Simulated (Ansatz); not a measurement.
Consider the substitution at a C–C bond: `CC(C)CC(C)C` + `[NH2][Hf]([F])([Cl])[Cl]` → `CC(C)[NH][Hf]([F])([Cl])[Cl]` + `CC(C)C`.

Calculated with Ansatz (gas phase, PBE0-D4/def2-TZVP geometries, no zero-point term in ΔE). CCSD(T)/CBS adds triple-zeta CCSD(T) − MP2 to the extrapolated MP2 energy (def2 sets, frozen cores). DFT in def2-TZVPP. Elements past krypton have def2 core potentials. For Hf outer-core shells are correlated without core-valence functions, which leaves a few kJ/mol of doubt a bond. One conformer a species, not always the lowest.

```csv
species,CAM-B3LYP-D4 energy (Eh)
`CC(C)CC(C)C`,-276.34149
`[NH2][Hf]([F])([Cl])[Cl]`,-1124.57110
`CC(C)[NH][Hf]([F])([Cl])[Cl]`,-1242.48426
`CC(C)C`,-158.42276
```

(1) Work out ΔE.

Largest T1 diagnostic among the species: 0.014.

Answers

(1) ΔE = (-1242.48426) + (-158.42276) − (-276.34149) − (-1124.57110) = 0.00557 Eh = +0.15 eV. CCSD(T)/CBS gives +0.17 eV.

At CCSD(T), def2-SVP lies −0.15 eV from the extrapolated value and def2-TZVPP −0.04 eV. Leaving LDA and LC-ωPBE aside and taking each functional with its dispersion term where it has one, the values, not all of them listed here, spread over 0.07 eV, from BLYP-D4 to ωB97M-V.
